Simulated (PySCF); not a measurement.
Molecule: `InChI=1S/C4H7.Al.H3N.2H/c1-3-4-2;;;;/h3-4H,1H2,2H3;;1H3;;/b4-3+;;;;`.

Mapped SMILES: `[CH3:1]/[CH:2]=[CH:3]/[CH2:4][AlH2-:5][NH3+:6]` (H(Xn): hydrogen on atom n).

Geometry PBE0-D3(BJ)/def2-SVP throughout; GIAO in PySCF 2.14.0 with density-fitted response routines, gas phase, one conformer, non-relativistic; equivalent atoms averaged; functional PBE0.

(1) How do the absolute shieldings σ depend on the basis set? (a selection of nuclei; ppm; last column core-seconds on shared hosts with different chips, so compare them loosely)

(2) Which nucleus among those listed moves most, in ppm?

(3) Taking the largest basis, def2-TZVP (264 functions), as the yardstick, rank the others by their worst heavy-atom deviation.

Answers

(1) 
```csv
basis set,functions,C3,C2,C1,Al5,N6,H(N6),H(Al5),H(C1),H(C4),core-s
STO-3G,46,112.9,140.7,211.4,441.9,304.5,30.94,31.31,31.41,31.85,4.7
6-31G,82,60.4,91.0,179.5,483.9,256.7,31.09,28.05,30.81,31.34,9.3
pcSseg-0,82,37.7,72.9,171.2,427.0,251.9,31.23,28.11,31.01,31.50,6.5
6-31G*,112,57.4,88.2,174.7,479.3,250.6,30.36,27.52,30.35,30.87,14
def2-SVP,148,51.9,83.4,174.9,472.9,251.0,29.22,27.40,29.76,30.22,19
cc-pVDZ,148,54.1,84.6,176.4,486.4,253.9,29.24,27.37,29.62,30.06,16
pcSseg-1,169,32.9,66.8,163.5,432.5,243.5,29.10,27.42,29.47,29.97,22
"6-311+G(2d,p)",242,37.8,69.7,166.8,433.1,245.2,29.41,27.37,29.74,30.20,45
aug-cc-pVDZ,250,52.6,82.7,175.7,480.8,255.4,29.14,27.31,29.54,29.99,34
def2-TZVP,264,36.3,69.2,166.3,432.9,244.6,29.33,27.36,29.71,30.18,48
```

(2) C3 (alkene CH): from 32.9 ppm with pcSseg-1 to 112.9 ppm with STO-3G. The smallest spread is 1.88 ppm, at H(C4). Proton shifts span only some 12 ppm, so a few tenths of a ppm matter as much there as several ppm in carbon.

(3) 6-311+G(2d,p) 1.5 ppm (242 functions), pcSseg-1 3.4 ppm (169 functions), pcSseg-0 7.3 ppm (82 functions), def2-SVP 40.1 ppm (148 functions), 6-31G* 46.5 ppm (112 functions), aug-cc-pVDZ 47.9 ppm (250 functions), 6-31G 51.0 ppm (82 functions), cc-pVDZ 53.5 ppm (148 functions), STO-3G 76.6 ppm (46 functions).

A small basis that lands close on one nucleus may do so by chance; judge by the trend and by all nuclei.
